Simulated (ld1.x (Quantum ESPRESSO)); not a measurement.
# What one change does to a pseudopotential (gallium, ultrasoft)

```
Element                 : gallium
Generator               : ld1.x (Quantum ESPRESSO) 7.5
Type                    : ultrasoft
Functional              : PBE
Relativity              : scalar-relativistic
Frozen core             : [Ar] 3d10
Valence charge          : 3
Reference configuration : 4s1 4p0 (charge +2)
Partial waves           : 4s (bound): rcut 1.90, rcutus 2.00 bohr; 4s channel at 0.15 Ry: rcut 1.90, rcutus 2.00 bohr; 4p (bound, empty): rcut 1.95, rcutus 2.50 bohr; 4p channel at 0.75 Ry: rcut 1.95, rcutus 2.50 bohr; 4d channel at 0.4 Ry: rc 2.35 bohr
Local potential         : the d channel
Core correction         : none
Augmentation charge     : PSQ, inside the norm-conserving radii
```

Change: local potential all-electron potential smoothed inside 1.50 bohr (lloc = -1).

Cutoffs: the cutoffs (Ry, on a coarse ladder) from which the occupation-weighted sum of valence levels, in a spherical-Bessel basis at the reference potential, stays within 10 and 1 mRy of its value at 400 Ry; they do not see the model core or the augmentation charge, which bear on the density cutoff. Errors are all-electron minus pseudo energies relative to the spin-unpolarised reference configuration.

Predict the effect on cutoff, ghosts and configuration errors.

Both files are so soft that the ladder of cutoffs tells neither apart; the errors of the 7 common tests hardly move; the range in which the s phases agree narrows (upper end at the end of the scan → 3.7); neither file shows a bound ghost.

| quantity | base | changed |
| --- | --- | --- |
| cutoff, loose | 6 Ry | 6 Ry |
| cutoff, tight | 8 Ry | 8 Ry |
| bound ghosts | none | none |
| error for 4s2 4p1, meV [ΔE -26.82 eV] | +268 | +268 |
| error for 4s2 4p0, meV [ΔE -21.13 eV] | +139 | +139 |
| error for 4s2 4p0.5, meV [ΔE -24.79 eV] | +209 | +209 |
| error for 4s0 4p3, meV [ΔE -13.44 eV] | +319 | +320 |
| error for 4s1 4p2, meV [ΔE -20.28 eV] | +264 | +265 |
| error for 4s1 4p1, meV [ΔE -13.76 eV] | +122 | +122 |
| error for 4s2 4p1.3, meV [ΔE -27.35 eV] | +292 | +293 |
| s: phases at 2.71 bohr within 0.05 rad from the reference energy up to (Ry; the scan ends near 5) | to the end of the scan | 3.7 |
| p: phases at 2.71 bohr within 0.05 rad from the reference energy up to (Ry; the scan ends near 5) | 2.7 | 2.5 |
| d: phases at 2.71 bohr within 0.05 rad from the reference energy up to (Ry; the scan ends near 5) | 3.0 | 2.4 |
| lowest overlap eigenvalue by channel | s 0.37, p 0.06 | s 0.37, p 0.51, d 1.00 |
